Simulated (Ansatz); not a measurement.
`[OH][In]([Cl])[Cl]` + `Brc1cccc2ccccc12` → `[OH][In]([Cl])[Br]` + `Clc1cccc2ccccc12`  (formal exchange of groups at the In–Cl bond)

Gas-phase electronic energies from Ansatz, PBE0-D4/def2-TZVP geometries. CCSD(T)/CBS adds triple-zeta CCSD(T) − MP2 to the extrapolated MP2 energy (def2 sets, frozen cores). Functionals use def2-TZVPP. def2 core potentials past Kr. For Br, In outer-core shells are correlated without core-valence functions, which leaves a few kJ/mol of doubt a bond. Scalar relativity is left out up to krypton. Each species was taken in one conformer, which may not be the lowest.

`[OH][In]([Cl])[Cl]`:

Cartesian coordinates in Å:
```
O 0.293 -0.671 -1.391
In -0.097 0.361 0.230
Cl -0.129 -0.700 2.278
Cl -0.520 2.607 0.075
H 0.453 -1.598 -1.192
```

`Brc1cccc2ccccc12`:

Cartesian coordinates in Å:
```
Br -0.658 -0.448 3.399
C -0.150 0.389 1.781
C 0.249 1.695 1.833
C 0.635 2.356 0.654
C 0.613 1.700 -0.544
C 0.204 0.352 -0.618
C 0.176 -0.339 -1.849
C -0.221 -1.644 -1.916
C -0.610 -2.321 -0.746
C -0.596 -1.684 0.464
C -0.191 -0.336 0.565
H 0.268 2.216 2.781
H 0.949 3.391 0.709
H 0.910 2.206 -1.456
H 0.478 0.192 -2.746
H -0.237 -2.161 -2.868
H -0.924 -3.356 -0.805
H -0.896 -2.208 1.361
```

`[OH][In]([Cl])[Br]`:

```xyz
5

O     0.433   -0.748   -1.323
In    0.008    0.342    0.252
Cl   -1.356   -0.571    1.878
Br    0.900    2.589    0.472
H     0.015   -1.612   -1.279
```

`Clc1cccc2ccccc12`:

Cartesian coordinates in Å:
```
Cl -1.570 -2.695 1.195
C -0.862 -1.118 1.173
C -0.888 -0.374 2.319
C -0.321 0.912 2.332
C 0.258 1.424 1.205
C 0.295 0.673 0.012
C 0.888 1.185 -1.162
C 0.920 0.449 -2.313
C 0.356 -0.839 -2.342
C -0.227 -1.368 -1.223
C -0.274 -0.632 -0.021
H -1.347 -0.781 3.211
H -0.348 1.491 3.247
H 0.696 2.416 1.212
H 1.320 2.179 -1.132
H 1.379 0.855 -3.207
H 0.384 -1.418 -3.258
H -0.660 -2.359 -1.247
```

```csv
species,ωB97M-V energy (Eh)
`[OH][In]([Cl])[Cl]`,-1186.42948
`Brc1cccc2ccccc12`,-2959.29193
`[OH][In]([Cl])[Br]`,-3300.25542
`Clc1cccc2ccccc12`,-845.47252
```

Question: Work out ΔE.

Answer: ΔE = (-3300.25542) + (-845.47252) − (-1186.42948) − (-2959.29193) = -0.00653 Eh = -17.1 kJ/mol. CCSD(T)/CBS gives -15.5 kJ/mol.

Largest T1 diagnostic among the species: 0.014.

Leaving LDA and LC-ωPBE aside and taking each functional with its dispersion term where it has one, the values, not all of them listed here, spread over 5.4 kJ/mol, from r2SCAN0-D4 to B97M-V. In def2-TZVPP, CCSD(T) changes the Hartree–Fock value by +10.3 kJ/mol (the triples alone add +1.1 kJ/mol) and MP2 by +12.5 kJ/mol. At CCSD(T), def2-SVP lies −5.4 kJ/mol from the extrapolated value and def2-TZVPP +4.1 kJ/mol.
